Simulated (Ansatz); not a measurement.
def2 core potentials replace the inner electrons of Te.

Cartesian coordinates (Å):
```xyz
8

C     -1.0353    -0.5814    -0.0166
C     -0.6529     0.5695    -0.5712
Te     1.3696     1.2231    -0.6086
O      2.0683    -0.3332     0.4671
H     -2.0882    -0.8811    -0.0124
H     -0.3080    -1.2588     0.4411
H     -1.3573     1.2633    -1.0442
H      1.9793    -0.0800     1.3989
```
Charge 0, spin multiplicity 1.

### Question
Predict the dipole moment, HOMO–LUMO gap and HOMO from CAM-B3LYP-D3(BJ)/def2-TZVP // B3LYP-D3(BJ)/def2-SVP (Ansatz, a quantum-chemistry and plane-wave program).

### Answer

```
Quantity         Result
-------------  --------
dipole moment    1.86 D
HOMO–LUMO gap   6.48 eV
HOMO           -7.26 eV
```
